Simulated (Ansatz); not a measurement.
Start from `[SiH3]C#C[SiH2]Cl` and change one atom or group to get `[SiH3]C#CS`.

Ansatz, PBE0-D4/def2-TZVP geometries, multiplicity 1. Each molecule was computed in one conformer, which needn't be the lowest.

| property | `[SiH3]C#C[SiH2]Cl` |
| --- | --- |
| LUMO energy (PBE0/def2-TZVPP) / eV | -1.22 |
| HOMO–LUMO gap (ωB97M-V/def2-TZVPP) / eV | 11.36 |
| size of the dipole moment (ωB97M-V/def2-TZVPP) / D | 1.36 |
| HOMO energy (PBE0/def2-TZVPP) / eV | -8.41 |
| HOMO–LUMO gap (PBE0/def2-TZVPP) / eV | 7.19 |
| LUMO energy (B3LYP/def2-TZVPP) / eV | -1.38 |

Give the same properties after the change, and the shifts. (Estimate.)

The calculation gave: 
```tsv
property	`[SiH3]C#CS`	shift
LUMO energy (PBE0/def2-TZVPP) / eV	-0.81	0.41
HOMO–LUMO gap (ωB97M-V/def2-TZVPP) / eV	10.32	-1.04
size of the dipole moment (ωB97M-V/def2-TZVPP) / D	1.04	-0.32
HOMO energy (PBE0/def2-TZVPP) / eV	-7.02	1.39
HOMO–LUMO gap (PBE0/def2-TZVPP) / eV	6.21	-0.98
LUMO energy (B3LYP/def2-TZVPP) / eV	-1.01	0.37
```

With PBE0 the HOMO rises by 1.39 eV and the LUMO rises by 0.41 eV, so the gap narrows by about 0.98 eV. PBE moves the HOMO by 1.30 eV and ωB97M-V by 1.50 eV. Dipoles are sizes alone; their direction can turn.

B3LYP here is the variant with VWN-RPA as its local correlation; programs differ in this.
